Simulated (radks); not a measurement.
Values are calculated unless marked as measured or tabulated.
Species: V II. Configuration: [Ar] 3d2 4s1 4p1 (not the ground configuration).

Level of theory: scalar-relativistic Kohn-Sham, LDA (Slater exchange, Perdew-Wang correlation), spin-polarised, spherical densities, point nucleus; open shells are filled with parallel spins first (a radial shooting solver on a logarithmic mesh with Libxc functionals).

Energy parts (Ry):
part                       energy
total                 -1893.11224
kinetic                1909.74427
electron-nucleus      -4487.63687
Hartree                 770.26481
exchange-correlation    -85.48445

Orbitals (lengths in bohr, moments of r in powers of bohr; r(90%) holds 90 % of the orbital's charge):
orbital  occ.  eigenvalue (Ry)   <1/r>     <r^2>  r(90%)       <r^4>
1s up       1        -394.3866   22.79  0.005959   0.119  0.00009133
1s down     1        -394.3797   22.79  0.005959   0.119  0.00009133
2s up       1        -45.34974   4.783    0.1131   0.480     0.02245
2s down     1        -45.28208   4.788    0.1128   0.480     0.02235
2p up       3        -38.11610   4.693   0.09302   0.452     0.01777
2p down     3        -38.06144   4.697   0.09277   0.451     0.01766
3s up       1         -6.27090   1.502     1.021    1.41       1.680
3s down     1         -6.10477   1.500     1.022    1.41       1.680
3p up       3         -4.35125   1.376     1.176    1.54       2.397
3p down     3         -4.18592   1.374     1.176    1.54       2.390
3d up       2         -1.44015   1.058     1.955    2.10       8.958
3d down     0         -1.26971   1.060     1.949    2.09       9.002
4s up       1         -1.03310  0.4712     8.829    4.10       119.4
4s down     0         -0.86039  0.4577     9.513    4.29       143.7
4p up       1         -0.67931  0.3912     12.62    4.93       249.0
4p down     0         -0.53140  0.3622     14.90    5.43       363.3

The highest occupied level is 4p up at -9.243 eV. The configuration is held as typed, so some empty levels lie below it. Summed over all electrons, <r^2> = 35.25 bohr^2, which gives a Langevin (diamagnetic) susceptibility term of -27.9 x 10^-6 cm^3/mol.
